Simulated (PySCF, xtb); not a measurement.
ClF2H3Si2, SMILES F[SiH]([SiH2]Cl)F.

GFN2-xTB (xtb 6.7.1) at its own geometry gives an orbital gap of 4.50 eV and a dipole moment of 1.81 D.

Coordinates come from a PBE0-D3(BJ)/def2-SVP optimisation. This is a generated structure with no PubChem entry under its InChIKey; it may be hypothetical. Other conformers were not sampled.

Task: What does PBE/def2-TZVP run with PySCF give? (The exact figures need the calculation; the answer reports its results.)

Result: gap 5.22 eV (levels -7.26 and -2.03 eV), dipole 1.21 D.
